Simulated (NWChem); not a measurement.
Molecule: MoNH3SO2; SMILES [NH]=[Mo](=[O])([OH])[SH]

```xyz
8

Mo     0.0497     0.2986     0.0201
O      0.8948     0.7799     1.3821
N      0.9509     0.6126    -1.4160
H      1.8376     0.9526    -1.7902
O     -1.6161     1.1510    -0.0481
H     -2.0079     1.5222    -0.8471
S     -0.1400    -2.0393    -0.0149
H     -0.5614    -2.1206     1.2707
```
Atoms are numbered in this order, from 1.

Results from NWChem. Structure relaxed at the PBE0/def2-SVP level. Not confirmed as a minimum by frequencies. def2 effective core potentials on Mo; no spin-orbit coupling.

Problem. Predict the results for B97-2/def2-SVP. Quantities: highest occupied level (eV); orbital gap (eV); dipole (D).

Solution. The highest occupied level (eV) comes out as -7.47 and the orbital gap (eV) is 5.27. The dipole (D) is 2.14.
